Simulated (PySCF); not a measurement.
**Dipole response of Os (osmium, neutral)**

[Xe] 4f14 5d6 6s2, high-spin 5D determinant. Calculation: PySCF 2.14, in aug-cc-pVQZ-PP with ECP60MDF; scalar relativity through the core potential. Coupled (time-dependent) response in atomic units; α is the mean over directions.

```tsv
method	mean α (bohr³)	α xx, yy, zz	C₆ (like pair)	S(−4)
M06-L	58.90	56.38, 56.38, 63.95	673.0	1339
```

S(−4) is the Cauchy moment in α(ω) = α(0) + S(−4) ω² + …

Reference α: 57 ± 3 bohr³ (recommended; Schwerdtfeger and Nagle, table of static dipole polarizabilities (2023 update)). Published C₆: 584.0 (Gould and Bucko (2016)).

Spin-orbit coupling is absent.

α(iu) at M06-L:

```
u (hartree)  α(iu) (bohr³)
          0          58.90
     0.0500          55.80
      0.100          48.66
      0.200          34.06
      0.300          24.36
      0.500          14.55
      0.750          9.265
       1.00          6.590
       1.50          3.929
       2.00          2.635
       3.00          1.424
       5.00         0.6001
```

The components differ because the open shell of this determinant is not spherical; for a pure term their mean is the scalar polarisability.

⟨L²⟩ = 7.46 against 6 for a pure D term, so this real determinant mixes terms. Energies and moments cover only the electrons outside the core potential. Spin-orbit coupling, absent here, splits the open shell strongly.
